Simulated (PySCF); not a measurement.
**Relaxation of quartet CuF₄**

Method: UPBE0 in PySCF with Cu def2-SVP, F def2-SVP; no relativity; density-fitted integrals. A (50,194) grid was used.

A hand-made see-saw start, of C2v symmetry, held to at least that symmetry:

Coordinates in bohr (charge 0 multiplicity 4):
```
Cu    0.0000    0.0000   -0.6394
F     0.0000    3.3133   -0.3495
F     0.0000   -3.3133   -0.3495
F     2.6209    0.0000    1.4084
F    -2.6209    0.0000    1.4084
```

(1) What forces act on the atoms at the start (eV/Å)?

(2) What does it relax to?

(3) How much energy is released, and in how many steps?

Answers

(1) 
```
atom     Fx     Fy     Fz
 Cu1  -0.01   0.00  -0.58
  F2   0.01   1.44  -0.41
  F3   0.01  -1.44  -0.41
  F4   1.11   0.00   0.70
  F5  -1.12   0.00   0.70
```

(2) It ends at Td with Cu–F 1.773 Å (×4); F–Cu–F 109.5° (×6) (after a last refinement on a finer grid). The frequency run here used a shortcut that can spoil soft modes, so no verdict on minimum or saddle point is given. Other isomers or separated fragments may lie lower.

(3) 98.7 kJ/mol in 16 steps.

Other spin states or occupations of the open shell can lie lower.

The relaxation took 71 s on 2 threads of a shared Arm Neoverse V2 host, with 87 basis functions and 18 gradients; the process peaked at 0.78 GiB. Launch command: `OMP_NUM_THREADS=2 python axn.py task.json out`.
